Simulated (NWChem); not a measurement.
# CH$_{6}$O$_{3}$Si; SMILES [SiH](O)(O)CO

```xyz
11

O      0.2485    -1.8068     0.7063
C     -0.7946    -1.1345     0.0194
Si    -0.0612     0.5475    -0.4430
O      1.5805     0.3225    -0.4357
O     -0.5985     1.6161     0.7122
H     -0.0620    -2.6713     0.9927
H     -1.6928    -0.9950     0.6506
H     -1.1132    -1.6808    -0.8908
H     -0.4481     1.0378    -1.7949
H      1.7872    -0.4654     0.0896
H     -0.2815     2.5216     0.6453
```
Atoms are numbered in this order, from 1.

Computed with NWChem. Pople sets run with spherical d functions. STO-3G and 3-21G are far too small for this property and stand as cheap habits. All runs use the structure optimised with PBE0/def2-SVP. B3LYP is NWChem's, with the RPA form of VWN correlation. Field at 589 nm.

```
level           isotropic polarisability (bohr³)  anisotropy (bohr³)
--------------  --------------------------------  ------------------
B3LYP/STO-3G                                23.5                11.8
B3LYP/6-31G*                                   ?                 8.7
B3LYP/def2-SVP                              41.7                 8.7
```

Problem. Fill in the missing entries.

Solution. 
- B3LYP/6-31G*, isotropic polarisability (bohr³): 40.5
